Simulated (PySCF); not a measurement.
## Calculated data, BClHN

Computed with PySCF 2.14.0. Calculation on a computer-drawn molecule: vertical ionisation energy to the stated ion spin, frozen-core CCSD(T) at the basis limit and cheaper methods, single-reference cases, UHF for radicals, no spin-orbit; all values are single points at the evaluated structure, the first of each entry, which is the reference or a displaced copy of it and isn't optimised; the reference structure only sets the zero of the energies above reference; triples share is (T) over the correlation energy.

Common to all runs: charge 0; multiplicity 1; ion multiplicity 2; diffuse functions no; basis cc-pV(n+d)Z; reference is the Hartree-Fock double-zeta minimum; best is HF at quadruple zeta + MP2 correlation extrapolated from triple and quadruple zeta + CCSD(T) minus MP2 at triple zeta; basis step is the size of the change from the same recipe one zeta lower.

```yaml
- entry: 1
  formula: BClHN
  evaluated_structure:
    atoms_angstrom:
      - ["N", -0.7533, 2.537, -2.1372]
      - [B, 0.483, 2.6772, -2.3146]
      - [Cl, 2.0616, 2.9341, -2.6795]
      - [H, -1.7049, 2.3233, -1.9912]
  reference_structure:
    atoms_angstrom:
      - ["N", -0.7234, 2.5164, -2.1383]
      - [B, 0.467, 2.7116, -2.3397]
      - [Cl, 2.1298, 2.9842, -2.621]
      - [H, -1.6816, 2.3593, -1.9763]
  given:
    drawn_bonds_atom: [1, 2, 1]
    drawn_bonds_other_atom: [2, 3, 4]
    drawn_bonds_order: [2, 1, 1]
  results:
    "ionisation_energy_best [eV]": 10.88
    "ionisation_energy_basis_step [eV]": 0.09613
    "energy_above_reference_best [kcal/mol]": 1.508
    "energy_above_reference_basis_step [kcal/mol]": 0.02703
    triple_zeta_method: [HF, PBE, r2SCAN, B3LYP, wB97X, MP2, CCSD, "CCSD(T)"]
    "triple_zeta_ionisation_energy [eV]": [9.131, 10.53, 10.46, 10.59, 10.62, 10.95, 10.57, 10.69]
    "triple_zeta_energy_above_reference [kcal/mol]": [3.157, 0.9563, 1.099, 1.664, 1.825, 1.171, 1.876, 1.521]
    "ionisation_energy_Koopmans_at_triple_zeta [eV]": 11.23
    "ionisation_energy_EOM_CCSD_at_triple_zeta [eV]": 10.72
    "total_energy_HF_triple_zeta [hartree]": -539.3035
    "total_energy_CCSD(T)_triple_zeta [hartree]": -539.8317
    "total_energy_best [hartree]": -539.9092
    T1_diagnostic_at_triple_zeta: 0.01375
    D1_diagnostic_at_triple_zeta: 0.03622
    ion_T1_diagnostic_at_triple_zeta: 0.02477
    ion_D1_diagnostic_at_triple_zeta: 0.1167
    ion_spin_squared_at_triple_zeta: 0.7626
    triples_share_at_triple_zeta: 0.04567
    basis_functions_triple_zeta: 113
    "dipole_magnitude_HF_at_triple_zeta [debye]": 0.3566
    "dipole_magnitude_CCSD_unrelaxed_at_triple_zeta [debye]": 0.1996
    "dipole_magnitude_PBE_at_triple_zeta [debye]": 0.1662
    "dipole_magnitude_r2SCAN_at_triple_zeta [debye]": 0.1608
    "dipole_magnitude_B3LYP_at_triple_zeta [debye]": 0.1662
    "dipole_magnitude_wB97X_at_triple_zeta [debye]": 0.1871
- entry: 2
  formula: BClHN
  evaluated_structure:
    atoms_angstrom:
      - ["N", -0.7325, 2.4807, -2.2172]
      - [B, 0.4548, 2.7669, -2.3721]
      - [Cl, 2.09, 3.0617, -2.6704]
      - [H, -1.7607, 2.2654, -2.0633]
  reference_structure:
    atoms_angstrom:
      - ["N", -0.7234, 2.5164, -2.1383]
      - [B, 0.467, 2.7116, -2.3397]
      - [Cl, 2.1298, 2.9842, -2.621]
      - [H, -1.6816, 2.3593, -1.9763]
  given:
    drawn_bonds_atom: [1, 2, 1]
    drawn_bonds_other_atom: [2, 3, 4]
    drawn_bonds_order: [2, 1, 1]
  results:
    "ionisation_energy_best [eV]": 11.04
    "ionisation_energy_basis_step [eV]": 0.09756
    "energy_above_reference_best [kcal/mol]": 2.601
    "energy_above_reference_basis_step [kcal/mol]": 0.02665
    triple_zeta_method: [HF, PBE, r2SCAN, B3LYP, wB97X, MP2, CCSD, "CCSD(T)"]
    "triple_zeta_ionisation_energy [eV]": [9.346, 10.64, 10.6, 10.73, 10.8, 11.14, 10.76, 10.86]
    "triple_zeta_energy_above_reference [kcal/mol]": [4.334, 1.844, 2.514, 2.647, 2.773, 2.516, 2.879, 2.599]
    "ionisation_energy_Koopmans_at_triple_zeta [eV]": 11.44
    "ionisation_energy_EOM_CCSD_at_triple_zeta [eV]": 10.88
    "total_energy_HF_triple_zeta [hartree]": -539.3016
    "total_energy_CCSD(T)_triple_zeta [hartree]": -539.8300
    "total_energy_best [hartree]": -539.9075
    T1_diagnostic_at_triple_zeta: 0.01313
    D1_diagnostic_at_triple_zeta: 0.03409
    ion_T1_diagnostic_at_triple_zeta: 0.02858
    ion_D1_diagnostic_at_triple_zeta: 0.1406
    ion_spin_squared_at_triple_zeta: 0.7631
    triples_share_at_triple_zeta: 0.04543
    basis_functions_triple_zeta: 113
    "dipole_magnitude_HF_at_triple_zeta [debye]": 0.2629
    "dipole_magnitude_CCSD_unrelaxed_at_triple_zeta [debye]": 0.5838
    "dipole_magnitude_PBE_at_triple_zeta [debye]": 0.5152
    "dipole_magnitude_r2SCAN_at_triple_zeta [debye]": 0.4492
    "dipole_magnitude_B3LYP_at_triple_zeta [debye]": 0.4617
    "dipole_magnitude_wB97X_at_triple_zeta [debye]": 0.4312
- entry: 3
  formula: BClHN
  evaluated_structure:
    atoms_angstrom:
      - ["N", -0.7222, 2.5179, -2.1366]
      - [B, 0.4671, 2.71, -2.338]
      - [Cl, 2.1301, 2.9833, -2.6203]
      - [H, -1.6804, 2.359, -1.9763]
  reference_structure:
    atoms_angstrom:
      - ["N", -0.7234, 2.5164, -2.1383]
      - [B, 0.467, 2.7116, -2.3397]
      - [Cl, 2.1298, 2.9842, -2.621]
      - [H, -1.6816, 2.3593, -1.9763]
  given:
    drawn_bonds_atom: [1, 2, 1]
    drawn_bonds_other_atom: [2, 3, 4]
    drawn_bonds_order: [2, 1, 1]
  results:
    "ionisation_energy_best [eV]": 11.21
    "ionisation_energy_basis_step [eV]": 0.09999
    "energy_above_reference_best [kcal/mol]": 0.05329
    "energy_above_reference_basis_step [kcal/mol]": 0.01087
    triple_zeta_method: [HF, PBE, r2SCAN, B3LYP, wB97X, MP2, CCSD, "CCSD(T)"]
    "triple_zeta_ionisation_energy [eV]": [9.55, 10.77, 10.75, 10.89, 10.98, 11.31, 10.93, 11.02]
    "triple_zeta_energy_above_reference [kcal/mol]": [-0.0116, 0.07499, 0.05404, 0.04218, 0.03619, 0.07144, 0.04772, 0.06529]
    "ionisation_energy_Koopmans_at_triple_zeta [eV]": 11.6
    "ionisation_energy_EOM_CCSD_at_triple_zeta [eV]": 11.06
    "total_energy_HF_triple_zeta [hartree]": -539.3085
    "total_energy_CCSD(T)_triple_zeta [hartree]": -539.8341
    "total_energy_best [hartree]": -539.9115
    T1_diagnostic_at_triple_zeta: 0.01281
    D1_diagnostic_at_triple_zeta: 0.0331
    ion_T1_diagnostic_at_triple_zeta: 0.03085
    ion_D1_diagnostic_at_triple_zeta: 0.1549
    ion_spin_squared_at_triple_zeta: 0.7619
    triples_share_at_triple_zeta: 0.04478
    basis_functions_triple_zeta: 113
    "dipole_magnitude_HF_at_triple_zeta [debye]": 0.213
    "dipole_magnitude_CCSD_unrelaxed_at_triple_zeta [debye]": 0.5381
    "dipole_magnitude_PBE_at_triple_zeta [debye]": 0.4721
    "dipole_magnitude_r2SCAN_at_triple_zeta [debye]": 0.4059
    "dipole_magnitude_B3LYP_at_triple_zeta [debye]": 0.4188
    "dipole_magnitude_wB97X_at_triple_zeta [debye]": 0.3933
```
